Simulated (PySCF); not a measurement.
Problem. Give a PBE0-D3(BJ)/def2-SVP geometry of `ClC(Cl)(Cl)C1=C[SiH2]C=C1`.

Solution. 
```xyz
14
C5H5Cl3Si angstrom
Cl     1.8774    0.2200    1.5871
C      1.3106   -0.3485   -0.0123
Cl     1.7527   -2.0734   -0.1915
Cl     2.1336    0.5819   -1.2733
C     -0.1903   -0.2236   -0.0650
C     -0.8841    0.5233   -0.9475
Si    -2.7012    0.3006   -0.5370
C     -2.3183   -0.8539    0.8852
C     -0.9790   -0.9821    0.9454
H     -0.3897    1.1115   -1.7209
H     -3.3747    1.5727   -0.1364
H     -3.4822   -0.3263   -1.6457
H     -2.9799   -1.3716    1.5821
H     -0.4539   -1.6002    1.6799
```

Orientation and origin are arbitrary. Atoms count from 1 in this order. The 5-membered ring C5–C6–Si7–C8–C9 has internal angles of 92.4° to 117.0° (sum 540°, against 540° for a flat polygon); it is planar, 0.00 Å rms from its mean plane, widest ring torsion 0°. The 4 C–C bonds span 1.347 Å (C8=C9, drawn double) to 1.507 Å (C2–C5, drawn single), a spread of 0.160 Å. Si7 (SiH2 silicon) has angles from 92.4° to 114.4°. Of the pairs four or more bonds apart, Cl4···H10 is among the closest relative to their van der Waals radii: 2.62 Å, 89 % of the sum of Bondi's values.

Bonds between heavy atoms (Å): Cl1–C2 1.789, C2–Cl3 1.790, C2–Cl4 1.770, C2–C5 1.507, C5=C6 1.348, C6–Si7 1.876, Si7–C8 1.871, C8=C9 1.347, C5–C9 1.489.

The calculation used PySCF, PBE0-D3(BJ)/def2-SVP geometry optimisation, gas phase.

Point group: Cs (every atom within 0.08 Å of its image). Not checked by PBE0-D3(BJ)/def2-SVP frequencies.

On an Arm Neoverse V2 with one thread, shared host with 96 logical CPUs at a one-minute load of 10, this took 90 s and 0.92 GiB of memory at its peak. This is the geometry optimisation.
